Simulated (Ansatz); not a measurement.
`CCC#CCCCCC` and `C#CCCCCC` differ in one atom or group.

Ansatz, PBE0-D4/def2-TZVP geometries, multiplicity 1. Each molecule was computed in one conformer, which needn't be the lowest.

```csv
property,`CCC#CCCCCC`
HOMO–LUMO gap (ωB97M-V/def2-TZVPP) / eV,11.73
size of the dipole moment (ωB97M-V/def2-TZVPP) / D,0.18
HOMO–LUMO gap (PBE0/def2-TZVPP) / eV,8.08
size of the dipole moment (PBE/def2-TZVPP) / D,0.17
LUMO energy (B3LYP/def2-TZVPP) / eV,0.74
HOMO–LUMO gap (B3LYP/def2-TZVPP) / eV,7.56
```

Question: Give the same properties after the change, and the shifts. (Best estimate.)

Answer: Ansatz gave: 
```tsv
property	`C#CCCCCC`	shift
HOMO–LUMO gap (ωB97M-V/def2-TZVPP) / eV	12.45	0.72
size of the dipole moment (ωB97M-V/def2-TZVPP) / D	0.74	0.56
HOMO–LUMO gap (PBE0/def2-TZVPP) / eV	8.60	0.52
size of the dipole moment (PBE/def2-TZVPP) / D	0.79	0.62
LUMO energy (B3LYP/def2-TZVPP) / eV	0.66	-0.08
HOMO–LUMO gap (B3LYP/def2-TZVPP) / eV	8.08	0.52
```

With PBE0 the HOMO falls by 0.60 eV and the LUMO falls by 0.09 eV, so the gap widens by about 0.51 eV. PBE moves the HOMO by -0.58 eV and ωB97M-V by -0.64 eV. Dipoles are sizes alone; their direction can turn.

B3LYP here is the variant with VWN-RPA as its local correlation; programs differ in this.
